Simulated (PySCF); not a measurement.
SMILES C[SiH2]C[CH2][Al]([CH3])[CH3], singlet, GFN2-xTB optimised geometry.

```
22

Si    -1.05     2.30    -0.16
C      0.20     3.70    -0.47
C     -0.19     0.61    -0.23
C     -1.17    -0.56     0.00
Al    -0.18    -2.30     0.00
C      1.82    -2.30     0.00
C     -1.18    -4.03     0.01
H     -1.67     2.48     1.16
H     -2.10     2.36    -1.19
H      0.67     3.61    -1.44
H      0.99     3.70     0.28
H     -0.29     4.67    -0.43
H      0.60     0.56     0.52
H      0.31     0.48    -1.19
H     -1.71    -0.39     0.94
H     -1.95    -0.52    -0.77
H      2.25    -1.89     0.92
H      2.26    -1.73    -0.82
H      2.20    -3.33    -0.09
H     -0.88    -4.67     0.85
H     -1.00    -4.62    -0.89
H     -2.26    -3.88     0.09
```

Density from PBE0/def2-SVP run with PySCF 2.14.0 at that geometry.

Minimum of the electron density along straight lines between bonded atoms, close to the bond critical point (lines longer than 1.1 times the sum of covalent radii, or with two minima, are not listed):

| bond | length / Å | ρ at the minimum / e bohr⁻³ | ∇²ρ there / e bohr⁻⁵ | position (fraction from the first atom) |
|---|---|---|---|---|
| Si1–C2 | 1.898 | 0.111 | 0.32 | 0.38 |
| Si1–C3 | 1.902 | 0.113 | 0.32 | 0.38 |
| C3–C4 | 1.543 | 0.229 | -0.48 | 0.51 |
| C4–Al5 | 2.010 | 0.077 | 0.29 | 0.61 |
| Al5–C6 | 1.997 | 0.078 | 0.30 | 0.40 |
| Al5–C7 | 1.994 | 0.078 | 0.30 | 0.40 |
| Si1–H8 | 1.472 | 0.115 | 0.32 | 0.49 |
| Si1–H9 | 1.472 | 0.115 | 0.32 | 0.49 |
| C2–H10 | 1.086 | 0.271 | -0.97 | 0.62 |
| C2–H11 | 1.086 | 0.271 | -0.97 | 0.62 |
| C2–H12 | 1.085 | 0.272 | -0.97 | 0.62 |
| C3–H13 | 1.094 | 0.270 | -0.94 | 0.62 |
| C3–H14 | 1.094 | 0.269 | -0.94 | 0.62 |
| C4–H15 | 1.099 | 0.264 | -0.90 | 0.62 |
| C4–H16 | 1.099 | 0.265 | -0.90 | 0.62 |
| C6–H17 | 1.095 | 0.263 | -0.90 | 0.62 |
| C6–H18 | 1.095 | 0.264 | -0.90 | 0.62 |
| C6–H19 | 1.096 | 0.264 | -0.91 | 0.62 |
| C7–H20 | 1.095 | 0.263 | -0.90 | 0.62 |
| C7–H21 | 1.095 | 0.263 | -0.90 | 0.62 |
| C7–H22 | 1.095 | 0.265 | -0.91 | 0.62 |
